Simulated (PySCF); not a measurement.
Methylethylisopropylamine, C6H15N.
Geometry (GFN2-xTB, Å), atoms numbered from 1 in this order:
```xyz
22
C6H15N angstrom
C     -2.3931   -0.8568   -0.2513
C     -1.0937   -0.4589    0.4458
N     -0.2520    0.3432   -0.4251
C     -0.6771    1.7239   -0.4653
C      1.1845    0.1820   -0.2347
C      1.6370   -1.1843   -0.7544
C      1.6769    0.4063    1.2024
H     -3.0244    0.0072   -0.4388
H     -2.1669   -1.3320   -1.2018
H     -2.9473   -1.5556    0.3707
H     -0.5565   -1.3716    0.7038
H     -1.3292    0.0712    1.3850
H     -1.7042    1.7707   -0.8235
H     -0.0510    2.2766   -1.1644
H     -0.6344    2.2239    0.5162
H      1.6515    0.9421   -0.8727
H      1.2187   -1.3572   -1.7420
H      1.3175   -1.9892   -0.0975
H      2.7218   -1.2129   -0.8215
H      2.7633    0.3743    1.2286
H      1.3552    1.3780    1.5704
H      1.2928   -0.3617    1.8695
```

A PySCF run (density fitting, gas phase, GFN2-xTB geometry) gave HOMO -5.36 eV, LUMO 1.33 eV, dipole 0.55 D and E = -291.864 Eh.

Question: Which of these levels was it?
A. X3LYP/cc-pVDZ
B. PBE0/pcSseg-1
C. HSE06/def2-SVP
D. WP04/pcseg-1
E. PBE0/def2-SVPD

Answer: C. It is HSE06/def2-SVP. All candidates on this geometry:

```tsv
level and settings	kind	basis functions	SCF cycles	E (Eh)	HOMO (eV)	LUMO (eV)	dipole (D)
PBE0/def2-SVPD	global hybrid	260	13	-291.8594	-5.88	0.74	0.57
HSE06/def2-SVP, damping 0.2 at the start, DIIS from the seventh cycle	screened hybrid, exact exchange at short range	173	13	-291.8639	-5.36	1.33	0.55
WP04/pcseg-1	global hybrid fitted to proton shifts	173	13	-300.0056	-6.92	-0.03	0.62
X3LYP/cc-pVDZ, fitting basis def2-universal-jkfit	global hybrid	173	9	-292.2575	-5.53	1.52	0.47
PBE0/pcSseg-1	global hybrid	194	12	-292.0124	-5.85	1.43	0.60
```

The nearest other candidate, by the summed differences of HOMO and LUMO, is X3LYP/cc-pVDZ: its HOMO differs by -0.17 eV and its LUMO by +0.19 eV. Cycle counts include a coarse-grid stage where the run had one. WP04 was designed for NMR shieldings or shifts; total energies of different functionals aren't comparable.
